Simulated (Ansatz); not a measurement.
Input for Ansatz (a quantum-chemistry and plane-wave program):
Ansatz 0.2 input:
```yaml
crystal:
  periodic: [false, false, false]
  atoms:
    - {symbol: F, position_ang: [-0.92222279, 1.50014927, 0.29508585]}
    - {symbol: S, position_ang: [-0.00000000, 0.00000000, 0.00000000]}
    - {symbol: F, position_ang: [-1.04730232, -0.36878659, -1.39827489]}
    - {symbol: F, position_ang: [1.04730232, 0.36878659, 1.39827489]}
    - {symbol: F, position_ang: [1.66000102, -2.70026869, -0.53115453]}
basis:
  gaussian:
    orbitals: STO-3G
hamiltonian:
  xc: pbe
total_charge: -1
magnetization: {spin_polarized: true, initial_magnetization: 1}
scf: {lower_state_search: standard}
```

What does this run give for the <S^2>, total energy, number of basis functions?


```json
{
  "<S^2>": "0.751",
  "total_energy": "-786.3945 Eh",
  "number_of_basis_functions": "29"
}
```

A gas-phase anion may not be bound at this level; its values then depend on the basis.

Roughly what does it cost on one core?

about 10 core-seconds (a rough figure).
